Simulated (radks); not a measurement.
Results of a calculation; reference values are marked as such.
Species: Se. Configuration: [Ar] 3d10 4s2 4p4. Level of theory: scalar-relativistic Kohn-Sham, PBEsol, spin-unpolarised, spherical densities, finite nucleus; Fermi nuclear charge, rms radius 4.14 fm (a radial shooting solver on a logarithmic mesh with Libxc functionals).

Normalised radial functions P(r) = r R(r), r in bohr:

```
   r/bohr * 3p (the largest magnitude, 1.41, reaches the edge; | marks zero)
 0.003832                             *
  0.00503                             *
 0.006602                             *
 0.008666                             |*
  0.01137                             |*
  0.01505                             | *
  0.01975                             | *
  0.02593                             |   *
  0.03403                             |     *
  0.04467                             |       *
  0.05864                             |          *
  0.07697                             |            *
    0.101                             |              *
   0.1326                             |            *
   0.1741                             |      *
   0.2285                          *  |
   0.2999              *              |
   0.3936     *                       |
   0.5167  *                          |
   0.6781      *                      |
   0.8901              *              |
    1.178                      *      |
    1.546                           * |
    2.029                             *
    2.663                             *
    3.496                             *
    4.589                             *
    6.023                             *
    7.906                             *
```

3p: eigenvalue -152.76 eV, 1 radial node at r = 0.214 bohr, <r> = 0.590 bohr, 90 % of the charge inside 0.903 bohr.
